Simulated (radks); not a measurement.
Spherical jellium clusters: N electrons in a uniform positive sphere of charge N and radius rs N^(1/3), rs = 4.91 bohr. Method: non-relativistic Kohn-Sham, PBEsol, spin-polarised, spherical densities; computed with a radial shooting solver with Libxc functionals. Levels are named by radial order and angular momentum (1s, 1p, 1d, 2s, ...), and open shells are averaged over m.

N = 2, configuration 1s2. This is the lowest configuration that the search found. Occupied and some empty levels:

level  occupation  eigenvalue (eV)  <r> (bohr)
1s              2          -2.6956       4.808
1p              0          -1.2025       6.639

Energy (eV): total -3.32231, kinetic 2.2734, external -20.608, Hartree 10.205, exchange-correlation -5.7491, background 10.557.
